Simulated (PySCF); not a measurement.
A PySCF script (with the pyscf-properties extension) for the NMR shieldings of `CCO[Si@H](F)[SiH2]C`, C$_{3}$H$_{11}$FOSi$_{2}$, on a GFN2-xTB geometry:

```python
import basis_set_exchange as bse
import numpy as np
from pyscf import gto, dft
from pyscf.prop import nmr

atoms = """
C    -3.243457   -0.073354   -0.288634
C    -2.081297   -0.137721    0.689965
O    -0.882277    0.312947    0.114482
Si    0.127082   -0.424061   -0.907046
F     0.430397   -1.899197   -0.289954
Si    1.979492    0.920341   -0.890334
C     3.479704    0.019340   -0.144116
H    -4.162930   -0.364720    0.211637
H    -3.351276    0.938717   -0.670936
H    -3.065081   -0.744646   -1.124811
H    -1.948671   -1.164109    1.049239
H    -2.274310    0.512156    1.550094
H    -0.516025   -0.841448   -2.154843
H     2.320713    1.276448   -2.278935
H     1.808854    2.192089   -0.170364
H     3.679811   -0.907114   -0.676722
H     3.311841   -0.236890    0.898982
H     4.378671    0.627540   -0.194119
"""
names = dict.fromkeys(["C", "O", "Si", "F", "H"], "pcSseg-1")
basis = {el: gto.basis.parse(bse.get_basis(n, elements=[el], fmt="nwchem")) for el, n in names.items()}
mol = gto.M(atom=atoms, basis=basis, charge=0, verbose=0)
mf = dft.RKS(mol, xc="PBE0")
mf.grids.level = 2
mf.grids.alignment = dft.numint.BLKSIZE   # the property module wants whole blocks of grid points
mf.conv_tol = 1e-9
mf.kernel()

calc = nmr.RKS(mf)   # GIAO
C = mf.mo_coeff
Co = C[:, mf.mo_occ > 0]
resp = mf.gen_response(singlet=True, hermi=2)
def vind(x):   # induced exchange potential for any number of trial vectors
    d = np.einsum("pi,xij,qj->xpq", C, 2 * x.reshape(-1, C.shape[1], Co.shape[1]), Co, optimize=True)
    return np.einsum("xpq,pi,qj->xij", resp(d - d.transpose(0, 2, 1)), C, Co, optimize=True).ravel()
mo1, _ = nmr.rhf.solve_mo1(calc, with_cphf=vind)
sigma = calc.kernel(mo1)
for i, s in enumerate(sigma):   # ppm
    w = np.linalg.eigvalsh((s + s.T) / 2)
    print("%2d %-2s iso %8.1f  s11 %8.1f  s22 %8.1f  s33 %8.1f" % (i, mol.atom_pure_symbol(i), w.mean(), *w))
```

Q: What are the results?

A: 
```
 0 C  iso    168.9  s11    150.7  s22    170.9  s33    185.2
 1 C  iso    124.9  s11     91.4  s22    114.2  s33    169.2
 2 O  iso    254.3  s11    215.8  s22    219.4  s33    327.8
 3 Si iso    353.8  s11    314.3  s22    355.3  s33    391.8
 4 F  iso    343.2  s11    272.5  s22    349.9  s33    407.2
 5 Si iso    432.4  s11    407.6  s22    416.0  s33    473.7
 6 C  iso    198.0  s11    191.3  s22    200.9  s33    201.7
 7 H  iso     30.7  s11     26.8  s22     27.5  s33     37.9
 8 H  iso     30.4  s11     26.8  s22     28.5  s33     35.8
 9 H  iso     30.1  s11     25.9  s22     29.9  s33     34.5
10 H  iso     27.3  s11     22.0  s22     27.9  s33     32.1
11 H  iso     27.6  s11     22.0  s22     27.7  s33     33.0
12 H  iso     26.1  s11     22.9  s22     24.2  s33     31.1
13 H  iso     28.1  s11     24.7  s22     26.3  s33     33.2
14 H  iso     27.9  s11     24.3  s22     26.6  s33     32.9
15 H  iso     31.6  s11     26.7  s22     29.2  s33     38.8
16 H  iso     31.4  s11     26.6  s22     29.4  s33     38.4
17 H  iso     31.4  s11     26.4  s22     28.0  s33     39.8
```

These numbers come from an equivalent density-fitted implementation of the same equations, which agrees with the script to about 0.01 ppm for H and up to a few tenths of a ppm for heavy atoms, so last digits may differ.

Q: Turn these shieldings into chemical shifts. Chemical shifts δ = σref − σ; $^{13}$C (σref 186.93), $^{29}$Si (σref 349.16), $^{1}$H (σref 31.72) against TMS; H2O for $^{17}$O (σref 336.08); $^{19}$F (σref 170.95) against CFCl3, all at this level.

A: Averaging equivalent atoms: C 1: 62.0; C 0: 18.0; C 6: -11.0; O 2: 81.8; Si 3: -4.7; Si 5: -83.3; F 4: -172.2; H 12: 5.64; H 10: 4.38; H 11: 4.16; H 14: 3.81; H 13: 3.66; H 7/8/9: 1.31; H 15/16/17: 0.24 ppm. Unscaled 19F shifts against computed CFCl3 carry errors that often reach 10 to 50 ppm. Experimental scales use liquid or dissolved standards, which lie at an offset from isolated H2O (liquid H2O: subtract about 36 ppm).

Size and cost of the density-fitted run: 188 basis functions, 49 s wall time on 1 thread of an Arm Neoverse N1, shared host; peak memory 0.84 GiB.
